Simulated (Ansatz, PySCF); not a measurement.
WClH5, SMILES [Cl][WH5], multiplicity 1.

The structure is a stationary point at B3LYP-D3(BJ)/def2-TZVP. The geometry has at least one imaginary mode, so it is a saddle point at that level. The spin state was assumed, not searched. The structure was generated by enumeration; whether it is a known compound was not checked. The def2 effective core potentials stand for the cores of W; spin–orbit coupling is left out.

Vertical ionisation energy (IE) and electron affinity (EA) in eV. Rows of orbital energies are one-electron estimates. Where ΔSCF, EOM or ADC give a negative EA the extra electron is unbound and the value depends on the basis.

```tsv
level	IE	EA
−ε(HOMO), −ε(LUMO), ωB97X/def2-TZVPD (PySCF)	10.27	1.52
−ε(HOMO), −ε(LUMO), PBE/def2-TZVPD (PySCF)	6.67	4.61
ΔSCF, PBE0/def2-TZVPD (Ansatz), final states of multiplicity 2 and 2	9.99	1.93
ΔSCF, PBE/def2-TZVPD (Ansatz), final states of multiplicity 2 and 2	?	?
```

**Question.** Some entries are withheld; supply them. (The exact figures need the calculation; the answer reports its results.)

**Answer.** 
- ΔSCF, PBE/def2-TZVPD (Ansatz, a quantum-chemistry and plane-wave program), final states of multiplicity 2 and 2, IE: 9.73
- ΔSCF, PBE/def2-TZVPD (Ansatz), final states of multiplicity 2 and 2, EA: 1.77

**Question.** What vertical singlet–triplet gap does ΔSCF give with PBE0/def2-TZVPD (Ansatz) and with PBE/def2-TZVPD (Ansatz)? (The exact figures need the calculation; the answer reports its results.)

**Answer.** 1.84 and 1.80 eV (triplet above singlet where positive).
